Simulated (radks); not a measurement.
Results of a calculation; reference values are marked as such.
Q: Neutral praseodymium: order these configurations by energy. Level of theory: Dirac Kohn-Sham, PBE, spin-unpolarised, spherical densities, finite nucleus; Fermi nuclear charge, rms radius of each element as measured or else 0.836 A^(1/3) + 0.57 fm (a radial shooting solver on a logarithmic mesh with Libxc functionals). Sub-shells are occupied by j as written (lower j first in brackets). [Xe] 4f(5/2: 2, 7/2: 0) 5d(3/2: 1, 5/2: 0) 6s2; [Xe] 4f(5/2: 2, 7/2: 0) 6s2 6p(1/2: 1, 3/2: 0); [Xe] 4f(5/2: 3, 7/2: 0) 5d(3/2: 1, 5/2: 0) 6s1; [Xe] 4f(5/2: 3, 7/2: 0) 6s1 6p(1/2: 1, 3/2: 0); [Xe] 4f(5/2: 3, 7/2: 0) 6s2.

A: From the lowest, in eV above it: [Xe] 4f(5/2: 3, 7/2: 0) 6s2 0.000; [Xe] 4f(5/2: 2, 7/2: 0) 5d(3/2: 1, 5/2: 0) 6s2 1.103; [Xe] 4f(5/2: 3, 7/2: 0) 5d(3/2: 1, 5/2: 0) 6s1 1.490; [Xe] 4f(5/2: 3, 7/2: 0) 6s1 6p(1/2: 1, 3/2: 0) 2.142; [Xe] 4f(5/2: 2, 7/2: 0) 6s2 6p(1/2: 1, 3/2: 0) 3.297.
